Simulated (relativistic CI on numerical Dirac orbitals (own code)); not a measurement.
# One change at a time: Pb58+

Base calculation: Dirac-Coulomb-Breit CI, KLI orbitals optimised for each configuration, model QED (radiative potential, 1s self-energy scaled to tabulated hydrogen-like ionisation energies), unscaled Slater integrals.

Configuration list (outside the closed core [Ne]): 3s2 3p6 3d6, 3s2 3p5 3d7, 3s2 3p4 3d8, 3s 3p6 3d7, 3p6 3d8, 3s 3p5 3d8, 3s2 3p6 3d5 4s, 3s2 3p6 3d5 4p, 3s2 3p4 3d7 4s, 3s2 3p6 3d5 4d, 3s2 3p5 3d6 4s, 3s2 3p6 3d5 4f, 3s2 3p6 3d4 4s2, 3s 3p6 3d6 4s, 3p6 3d7 4s, 3p6 3d7 4p. Levels of other configurations are missing.

The lowest level and the first level of each name with at least 55 % of one term (blank where a level has no safe partner in the second run):

```
            Level  Base (eV)  Shift (eV)
 3s2 3p6 3d6 3F_4      0.000       0.000
 3s2 3p6 3d6 3P_0     31.284      +1.896
 3s2 3p6 3d6 5D_3    106.653      -0.437
 3s2 3p6 3d6 3H_6    116.419      -1.260
 3s2 3p6 3d6 3G_5    116.617      -0.881
 3s2 3p6 3d6 3P_1    144.332      +0.853
 3s2 3p6 3d6 3F_3    145.643      +0.663
 3s2 3p6 3d6 5D_2    219.091      -0.294
 3s2 3p6 3d6 5D_0    222.215      -0.123
 3s2 3p6 3d6 3H_5    230.543      -1.056
 3s2 3p6 3d6 1I_6    234.028      -1.403
 3s2 3p6 3d6 1D_2    284.308      +1.348
 3s2 3p6 3d6 1S_0    305.385      +2.395
3s2 3p5 3d7 5G°_6    477.939      -1.676
```

At this charge energies of transitions that change n are usually good to better than 1 %, and those within a shell (Δn = 0) to a few per cent.

**Question.** One thing was changed in a second run, which moved the levels as shown. Which?
A. configuration mixing switched off
B. only the first 3 configurations
C. QED terms removed
D. Breit term removed

**Answer.** A. Configuration mixing switched off. Without mixing, levels that were pushed by configurations of the same parity and J return to their single-configuration places.

LS names give the leading component of a level, which can be under half, so a name can repeat, a term be missing and a line seem to break the LS rules.
